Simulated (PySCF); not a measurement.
CH3BrFGa, SMILES [F][Ga]([CH3])[Br]. Atoms are numbered in the order given.

```xyz
7

Ga     0.0608     0.7470     0.0000
F      1.7298     1.3037     0.0000
Br    -0.1145    -1.5432     0.0000
C     -1.4051     2.0400     0.0000
H     -2.3761     1.5273     0.0000
H     -1.3189     2.6770     0.8932
H     -1.3189     2.6770    -0.8932
```

The structure is a stationary point at B3LYP-D3(BJ)/def2-SVP.

Two levels are set side by side: PBE/pcSseg-1 (PySCF) and HF/pcSseg-1 (PySCF). GIAO shifts against CFCl3 (¹⁹F), TMS (¹H), TMS (¹³C) at the same level; non-relativistic, no solvent, atoms listed together averaged. Without spin–orbit terms, shifts of atoms bonded to Cl or Br come out too high at both levels. Differences are taken from unrounded values.

| quantity | HF |
|---|---|
| δ(¹⁹F) of F2 (ppm) | -123.8 |
| δ(¹³C) of C4 (ppm) | -5.5 |

### Question
What does PBE give, and how far is it from HF? (Estimate from the structure and the level; the computed values follow.)

### Answer

```
quantity              PBE  PBE minus HF
------------------  -----  ------------
δ(¹⁹F) of F2 (ppm)  -91.0          32.8
δ(¹³C) of C4 (ppm)    4.1           9.6
```

Rough cost on one machine, each run with all the roots and properties that it gave: HF against PBE within a factor of 2.
